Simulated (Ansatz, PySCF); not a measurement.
## Worked example: transport gap, exciton binding and injection barriers

C4H2N2, SMILES C#C/C=N/C#N.

The structure is a stationary point at PBE0-D3(BJ)/def2-SVP. The structure was generated by enumeration; whether it is a known compound was not checked.

Gas-phase, vertical values: ionisation energy 10.56 eV and electron affinity 1.30 eV from ΔSCF with PBE0/def2-SVPD (Ansatz, an electronic-structure program); S1 3.72 eV and T1 2.94 eV from TDA-PBE0/def2-SVPD (PySCF). Assume, for the exercise, a film of permittivity 4.0, a cavity radius of 7.0 Å and electrodes of work function 4.7 eV (anode) and 3.6 eV (cathode), with aligned vacuum levels.

Q: Work out the fundamental gap and exciton binding energy in the gas phase, the levels in the film by Born's model, the injection barriers and the thermal weight of S1 against T1 at 298 K.

A: 
Fundamental gap IE − EA = 9.26 eV; exciton binding = gap − S1 = 5.54 eV.
Born polarisation P = (14.3996 eV Å / 2r)(1 − 1/ε) = 0.77 eV. Film: IE = 9.79 eV, EA = 2.07 eV, transport gap 7.72 eV; with S1 unchanged the binding falls to 4.00 eV.
Hole barrier IE − Φ(anode) = 5.09 eV; electron barrier Φ(cathode) − EA = 1.53 eV (a negative value means no barrier, and the level would pin).
ΔE(ST) = S1 − T1 = 0.78 eV, and the triplet has three sublevels, so the ratio S1/T1 is (1/3) exp(−ΔE/kT) = 2.2e-14 with kT = 0.02569 eV: too wide a gap for thermal return to the singlet. All inputs carry the errors of their functional, and relaxed states would shift them.
